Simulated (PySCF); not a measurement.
## Core binding energy against partial charge

Compound: C3H11FSi2.
Numbering: `[CH3:1][C@@H:2]([CH2:3][F:4])[SiH2:5][SiH3:6]`

Binding energies: delta-SCF UKS SCAN, pcX-2 on the ionised atom, pcseg-1 elsewhere, spin-free X2C (PySCF). Charges: PBE0/pcSseg-1 ground-state density, for the ionised atom.

```csv
atom,environment,C 1s (eV),Mulliken (e),IAO (e),Hirshfeld (e),ESP (e)
C2,sp3 carbon bound to silicon,290.45,-0.616,-0.368,-0.112,+0.145
C1,methyl carbon,290.74,-0.250,-0.410,-0.118,-0.445
C3,sp3 C–F carbon,293.04,+0.206,+0.047,+0.026,-0.070
```

**Question.** How well does each charge scheme correlate with the binding energies over these sites?

**Answer.** Hirshfeld: r = 0.99, slope 17.3 eV per e; IAO: r = 0.98, slope 5.5 eV per e; Mulliken: r = 0.94, slope 3.2 eV per e; ESP: r = 0.06, slope 0.3 eV per e. On 3 points no scheme stands out.

**Question.** The point-charge model writes a binding energy as kq + V + constant, with V the potential of the other atoms' charges at the site. What does it give with the IAO charges?

**Answer.** V = Σ 14.40 eV Å × q/r over all other atoms: +3.44 eV at C2, +4.42 eV at C1, -1.21 eV at C3. Fitting binding energy − V to q gives k = 17.4 eV per e and leaves an rms residual of 0.01 eV, against 0.21 eV for the fit on q alone. The model has no term for differences in relaxation between sites.

Isolated species at its PBE0-D3(BJ)/def2-SVP geometry (one conformer only).

Shape of the structure used: `[CH3:1][C@@H:2]([CH2:3][F:4])[SiH2:5][SiH3:6]`: C1–C2–C3–F4 66°, C1–C2–Si5–Si6 -67°.
